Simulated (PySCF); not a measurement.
PySCF input file for Si(F)(I)(Me)2 (C2H6FISi), SMILES C[Si](I)(F)C, PBE-D3(BJ)/def2-SVP. Geometry: PBE-D3(BJ)/def2-SVP. The def2 effective core potentials stand for the cores of I; spin–orbit coupling is left out.

```python
import numpy as np
from pyscf import gto, scf, dft, df
from pyscf.hessian import thermo

mol = gto.M(
    atom='''
    C     1.85890680   -0.73439983    1.57335784
    Si    1.22232795    0.04699838    0.00000000
    C     1.85890680   -0.73439983   -1.57335785
    F     1.66058200    1.63134372   -0.00000000
    I    -1.25144509   -0.02170607   -0.00000000
    H     1.45780706   -0.21003243    2.46271649
    H     1.55597480   -1.79896420    1.63010956
    H     2.96715767   -0.67942876    1.60057597
    H     1.45780706   -0.21003245   -2.46271649
    H     1.55597481   -1.79896420   -1.63010955
    H     2.96715768   -0.67942877   -1.60057595
    ''',
    basis='def2-SVP',
    ecp={'I': 'def2-svp'},
    charge=0,
    spin=0,
    max_memory=1600,
    verbose=3,
)
mf = dft.RKS(mol, xc='pbe').density_fit(auxbasis='def2-universal-jkfit')
mf.disp = 'd3bj'
mf.grids.level = 3
mf.conv_tol = 1e-11
mf.max_cycle = 100
mf.kernel()

# [left out here: the lines that compute and print the analytic Hessian (its translational invariance restored by hand, since the grid's response is missing), thermochemistry and intensities]
```

Program output:

```
converged SCF energy = -766.395883643875

WARN: DFTD3 does not support analytical Hessian, using finite difference


WARN: Mole.unit (angstrom) is changed to Bohr

Mode                                 0                   1                   2
Irrep
Freq [cm^-1]                      146.3437            148.2156            149.4222
Reduced mass [au]                   2.8084              1.0499              1.8089
Force const [Dyne/A]                0.0354              0.0136              0.0238
Char temp [K]                     210.5560            213.2492            214.9853
Normal mode                   x     y     z       x     y     z       x     y     z
       0   C                 0.14  0.03  0.01    0.04  0.02  0.00    0.08 -0.04 -0.04
       1  Si                -0.00 -0.00  0.05   -0.00 -0.00  0.01   -0.01 -0.03 -0.00
       2   C                -0.14 -0.03  0.01   -0.04 -0.02  0.00    0.08 -0.04  0.04
       3   F                -0.00 -0.00  0.06   -0.00 -0.00  0.00   -0.10 -0.01 -0.00
       4   I                -0.00  0.00 -0.02   -0.00  0.00 -0.00   -0.01  0.02  0.00
       5   H                 0.28  0.09  0.04   -0.25 -0.23  0.02   -0.06 -0.23  0.01
       6   H                 0.12  0.04  0.10    0.39 -0.09 -0.17    0.33 -0.12 -0.17
       7   H                 0.14  0.01 -0.15    0.01  0.39  0.15    0.07  0.22  0.00
       8   H                -0.28 -0.09  0.04    0.25  0.23  0.02   -0.06 -0.23 -0.01
       9   H                -0.12 -0.04  0.10   -0.39  0.09 -0.17    0.33 -0.12  0.17
      10   H                -0.14 -0.01 -0.15   -0.01 -0.39  0.15    0.07  0.22 -0.00
Mode                                 3                   4                   5
Irrep
Freq [cm^-1]                      165.0806            193.5880            207.9690
Reduced mass [au]                   1.4369              6.4165              2.7962
Force const [Dyne/A]                0.0231              0.1417              0.0713
Char temp [K]                     237.5142            278.5300            299.2210
Normal mode                   x     y     z       x     y     z       x     y     z
       0   C                -0.08  0.02  0.03    0.08  0.03 -0.01    0.01  0.08  0.08
       1  Si                 0.00  0.02  0.00    0.01  0.01 -0.00   -0.00 -0.09 -0.00
       2   C                -0.08  0.02 -0.03    0.08  0.03  0.01    0.01  0.08 -0.08
       3   F                 0.08 -0.00  0.00    0.15 -0.03  0.00   -0.04 -0.08  0.00
       4   I                 0.01 -0.01 -0.00   -0.05 -0.01  0.00    0.00  0.01  0.00
       5   H                -0.36 -0.16  0.00    0.10  0.03  0.00   -0.04  0.21 -0.02
       6   H                 0.15 -0.06 -0.13    0.15  0.02  0.02    0.07  0.07  0.26
       7   H                -0.10  0.26  0.24    0.08  0.11 -0.08    0.01  0.16  0.10
       8   H                -0.36 -0.16 -0.00    0.10  0.03 -0.00   -0.04  0.21  0.02
       9   H                 0.15 -0.06  0.13    0.15  0.02 -0.02    0.07  0.07 -0.26
      10   H                -0.10  0.26 -0.24    0.08  0.11  0.08    0.01  0.16 -0.10
Mode                                 6                   7                   8
Irrep
Freq [cm^-1]                      257.9001            353.3906            640.1018
Reduced mass [au]                   4.4572              5.6895              3.7976
Force const [Dyne/A]                0.1747              0.4186              0.9168
Char temp [K]                     371.0608            508.4503            920.9640
Normal mode                   x     y     z       x     y     z       x     y     z
       0   C                -0.03  0.08 -0.04    0.02 -0.03  0.06   -0.03  0.06 -0.13
       1  Si                -0.00  0.00 -0.08    0.14 -0.00  0.00    0.07 -0.03  0.00
       2   C                 0.03 -0.08 -0.04    0.02 -0.03 -0.06   -0.03  0.06  0.13
       3   F                 0.00  0.00  0.14   -0.03  0.05  0.00   -0.02 -0.06  0.00
       4   I                 0.00 -0.00  0.01   -0.03  0.00 -0.00   -0.00  0.00  0.00
       5   H                -0.07  0.19 -0.12   -0.07 -0.02  0.01   -0.11  0.10 -0.20
       6   H                 0.01  0.08  0.09   -0.07 -0.01  0.00   -0.09  0.08 -0.14
       7   H                -0.03  0.14 -0.01    0.02 -0.12  0.21   -0.04  0.04 -0.06
       8   H                 0.07 -0.19 -0.12   -0.07 -0.02 -0.01   -0.11  0.10  0.20
       9   H                -0.01 -0.08  0.09   -0.07 -0.01 -0.00   -0.09  0.08  0.14
      10   H                 0.03 -0.14 -0.01    0.02 -0.12 -0.21   -0.04  0.04  0.06
Mode                                 9                  10                  11
Irrep
Freq [cm^-1]                      674.2257            722.0705            768.7305
Reduced mass [au]                   1.4733              1.2663              1.7093
Force const [Dyne/A]                0.3946              0.3890              0.5951
Char temp [K]                     970.0607           1038.8987           1106.0320
[...]
       7   H                 0.03 -0.11  0.01   -0.07  0.11 -0.38   -0.00  0.08  0.05
       8   H                -0.15  0.20  0.28    0.23 -0.13 -0.26   -0.00  0.10  0.08
       9   H                -0.04  0.03 -0.05    0.13 -0.04  0.08    0.08 -0.06 -0.22
      10   H                -0.03  0.11  0.01   -0.07  0.11  0.38   -0.00  0.08 -0.05
Mode                                15                  16                  17
Irrep
Freq [cm^-1]                     1216.3850           1220.5651           1367.0701
Reduced mass [au]                   1.2901              1.2539              1.0497
Force const [Dyne/A]                1.1246              1.1006              1.1559
Char temp [K]                    1750.1073           1756.1214           1966.9095
Normal mode                   x     y     z       x     y     z       x     y     z
       0   C                -0.03  0.04 -0.08    0.03 -0.04  0.08    0.00 -0.04 -0.02
       1  Si                 0.00 -0.00  0.01   -0.00  0.01  0.00   -0.00  0.00 -0.00
       2   C                 0.03 -0.04 -0.08    0.03 -0.04 -0.08   -0.00  0.04 -0.02
       3   F                 0.00  0.00 -0.00   -0.00 -0.01 -0.00    0.00 -0.00  0.00
       4   I                -0.00 -0.00 -0.00    0.00 -0.00 -0.00   -0.00  0.00  0.00
       5   H                 0.19 -0.23  0.19   -0.19  0.24 -0.20    0.30 -0.01  0.11
       6   H                 0.17 -0.01  0.31   -0.19  0.01 -0.31   -0.33  0.06 -0.05
       7   H                -0.02 -0.16  0.31    0.02  0.18 -0.31   -0.03  0.45  0.22
       8   H                -0.19  0.23  0.19   -0.19  0.24  0.20   -0.30  0.01  0.11
       9   H                -0.17  0.01  0.31   -0.19  0.01  0.31    0.33 -0.06 -0.05
      10   H                 0.02  0.16  0.31    0.02  0.18  0.31    0.03 -0.45  0.22
Mode                                18                  19                  20
Irrep
Freq [cm^-1]                     1370.9704           1375.6566           1383.8177
Reduced mass [au]                   1.0507              1.0456              1.0452
Force const [Dyne/A]                1.1636              1.1658              1.1793
Char temp [K]                    1972.5212           1979.2636           1991.0055
Normal mode                   x     y     z       x     y     z       x     y     z
       0   C                -0.04 -0.01  0.01   -0.01  0.03  0.02   -0.03 -0.02  0.00
       1  Si                -0.00 -0.00  0.00   -0.00  0.01  0.00   -0.01 -0.00  0.00
       2   C                 0.04  0.01  0.01   -0.01  0.03 -0.02   -0.03 -0.02 -0.00
       3   F                 0.00  0.00 -0.00    0.00 -0.00 -0.00    0.00  0.00  0.00
       4   I                -0.00  0.00 -0.00   -0.00 -0.00 -0.00   -0.00  0.00 -0.00
       5   H                 0.29  0.36 -0.06   -0.20  0.13 -0.13    0.37  0.33 -0.02
       6   H                 0.29 -0.12 -0.32    0.41 -0.10 -0.06    0.16 -0.08 -0.32
       7   H                -0.03 -0.10  0.23    0.02 -0.45 -0.14   -0.04  0.05  0.30
       8   H                -0.29 -0.36 -0.06   -0.20  0.13  0.13    0.37  0.33  0.02
       9   H                -0.29  0.12 -0.32    0.41 -0.10  0.06    0.16 -0.08  0.32
      10   H                 0.03  0.10  0.23    0.02 -0.45  0.14   -0.04  0.05 -0.30
Mode                                21                  22                  23
Irrep
Freq [cm^-1]                     2977.5481           2978.8669           3078.6243
Reduced mass [au]                   1.0357              1.0356              1.1020
Force const [Dyne/A]                5.4101              5.4146              6.1541
Char temp [K]                    4284.0287           4285.9263           4429.4549
Normal mode                   x     y     z       x     y     z       x     y     z
       0   C                -0.02  0.01 -0.03    0.02 -0.01  0.03   -0.05 -0.03  0.01
       1  Si                 0.00 -0.00  0.00   -0.00  0.00  0.00   -0.00 -0.00 -0.00
       2   C                 0.02 -0.01 -0.03    0.02 -0.01 -0.03    0.05  0.03  0.01
       3   F                 0.00  0.00 -0.00   -0.00 -0.00  0.00    0.00  0.00 -0.00
       4   I                -0.00  0.00 -0.00   -0.00  0.00 -0.00    0.00  0.00 -0.00
       5   H                -0.13  0.17  0.28    0.13 -0.17 -0.28    0.07 -0.10 -0.17
       6   H                -0.11 -0.36  0.01    0.11  0.36 -0.01    0.10  0.39 -0.02
       7   H                 0.46  0.03  0.00   -0.46 -0.03 -0.00    0.49  0.02  0.01
       8   H                 0.13 -0.17  0.28    0.13 -0.17  0.28   -0.07  0.10 -0.17
       9   H                 0.11  0.36  0.01    0.11  0.36  0.01   -0.10 -0.39 -0.02
      10   H                -0.46 -0.03  0.00   -0.46 -0.03  0.00   -0.49 -0.02  0.01
Mode                                24                  25                  26
Irrep
Freq [cm^-1]                     3080.0398           3093.9871           3094.0470
Reduced mass [au]                   1.1017              1.1025              1.1029
Force const [Dyne/A]                6.1579              6.2181              6.2207
Char temp [K]                    4431.4916           4451.5586           4451.6448
Normal mode                   x     y     z       x     y     z       x     y     z
       0   C                 0.06  0.02 -0.02   -0.01  0.05  0.03   -0.01  0.05  0.03
       1  Si                 0.00  0.00  0.00   -0.00  0.00  0.00   -0.00  0.00 -0.00
       2   C                 0.06  0.02  0.02    0.01 -0.05  0.03   -0.01  0.05 -0.03
       3   F                -0.00 -0.00 -0.00    0.00 -0.00  0.00    0.00 -0.00 -0.00
       4   I                -0.00 -0.00 -0.00    0.00 -0.00 -0.00    0.00 -0.00  0.00
       5   H                -0.07  0.11  0.18    0.20 -0.25 -0.44    0.19 -0.25 -0.43
       6   H                -0.10 -0.38  0.02   -0.11 -0.37  0.03   -0.11 -0.39  0.03
       7   H                -0.49 -0.02 -0.02    0.09  0.01  0.01    0.07  0.01  0.01
       8   H                -0.07  0.11 -0.18   -0.20  0.25 -0.44    0.19 -0.25  0.43
       9   H                -0.10 -0.38 -0.02    0.11  0.37  0.03   -0.11 -0.39 -0.03
      10   H                -0.49 -0.02  0.02   -0.09 -0.01  0.01    0.07  0.01 -0.01
temperature 298.1500 [K]
pressure 101325.00 [Pa]
Rotational constants [GHz] 3.31311 1.08088 1.05407
Symmetry number 1
Zero-point energy (ZPE) 0.07556 [Eh]   198372.248 [J/mol]
                           tot       elec      trans        rot        vib
Entropy [J/mol/K]       377.785      0.000    175.075    120.640     82.070
Cv [J/mol/K]            110.977      0.000     12.472     12.472     86.033
Cp [J/mol/K]            119.291      0.000     20.786     12.472     86.033
Internal energy [J/mol]                      3718.434   3718.434 212128.569
Internal energy [Eh]   -766.31226  -766.39588
Enthalpy [J/mol]                             6197.391   3718.434 212128.569
Enthalpy [Eh]          -766.31131
Gibbs free energy [J/mol]                  -46001.311 -32250.397 187659.542
Gibbs free energy [Eh] -766.35421
mode   freq/cm-1   IR/(km/mol)
   1      146.34         0.130
   2      148.22         0.019
   3      149.42         0.393
   4      165.08         0.286
   5      193.59         1.141
   6      207.97         0.511
   7      257.90        13.256
   8      353.39        62.488
   9      640.10        40.820
  10      674.23         0.192
  11      722.07         0.524
  12      768.73        16.382
  13      786.97        99.706
  14      819.15       179.178
  15      894.51       132.176
  16     1216.39        39.244
  17     1220.57        16.900
  18     1367.07         2.248
  19     1370.97         0.653
  20     1375.66         6.118
  21     1383.82         6.947
  22     2977.55         0.001
  23     2978.87         1.149
  24     3078.62         0.093
  25     3080.04         2.702
  26     3093.99         0.037
  27     3094.05         0.248
max |gradient| / (hartree/bohr): 6.277190451522409e-05
APT charges: [-0.4289  1.7077 -0.4289 -0.6368 -0.4283  0.0444  0.0433  0.0198  0.0444
  0.0433  0.0198]
```

The run converged.
